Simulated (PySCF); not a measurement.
Br2Hf, SMILES [Br][Hf][Br], multiplicity 1. Heavy atoms are numbered as in [Hf:1]([Br:2])[Br:3].

Geometry: PBE-D3(BJ)/def2-SVP. The spin state was assumed, not searched. The def2 effective core potentials stand for the cores of Hf; spin–orbit coupling is left out.

Computed with PySCF with CAM-B3LYP/def2-TZVPD.

Mulliken values depend strongly on the basis, most of all with diffuse functions as here. ESP charges are fitted to the potential on shells at 1.4 to 2.0 van der Waals radii. Atomic charges (e), one atom of each kind:

| atom | Mulliken | ESP fit |
|---|---|---|
| Hf1 | 0.59 | 0.33 |
| Br2 | -0.29 | -0.17 |
